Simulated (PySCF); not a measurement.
**Electron correlation in Be (beryllium, neutral)**

[He] 2s1 3s1, high-spin 3S determinant (an excited configuration). Computed with PySCF 2.14 in aug-cc-pCVQZ, with the non-relativistic Hamiltonian (point nucleus). Frozen: 1s2; 2 electrons correlated.

Total MP2 correlation energy: -1.97 mhartree.

Same-spin part -1.97 and opposite-spin part 0.00 mhartree; SCS-MP2 scales them by 1/3 and 6/5 to -0.66 mhartree.
